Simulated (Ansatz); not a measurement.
Relaxation of ClFH$_{2}$OZn (6 atoms, charge 0, multiplicity 1), to a largest force component of 0.03 eV/Å in at most 50 steps.

Level of theory: RHF/def2-SVP (Ansatz).

```xyz
6
Properties=species:S:1:pos:R:3
Zn -0.293 -0.080 -0.022
O -0.299 -0.062 1.767
H -1.019 -0.326 2.316
Cl -0.385 -0.110 -2.150
F 2.307 0.629 1.022
H 1.826 0.504 1.786
```

Task: Where does it end, and by what steps?

Result: It converged. After 8 steps the energy has fallen by 0.256 eV; H6 moved furthest, 0.42 Å.

```
step  energy less start (eV)  largest force component (eV/Å)  accepted
   0                  0.0000                           0.321       yes
   1                 -0.1444                           0.463       yes
   2                 -0.2306                           0.538       yes
   3                 -0.2378                           1.024       yes
   4                 -0.2462                           0.440       yes
   5                 -0.2533                           0.167       yes
   6                 -0.2546                           0.068       yes
   7                 -0.2556                           0.055       yes
   8                 -0.2559                           0.005       yes
```

```xyz
6
Properties=species:S:1:pos:R:3
Zn 0.015 0.000 0.000
O -0.129 -0.046 1.819
H -0.852 -0.256 2.383
Cl -0.322 -0.089 -2.112
F 1.987 0.551 0.943
H 1.437 0.394 1.687
```

Run time: 17 s on 1 thread of Arm Neoverse V2, with other jobs on the host, peak memory 0.17 GiB.
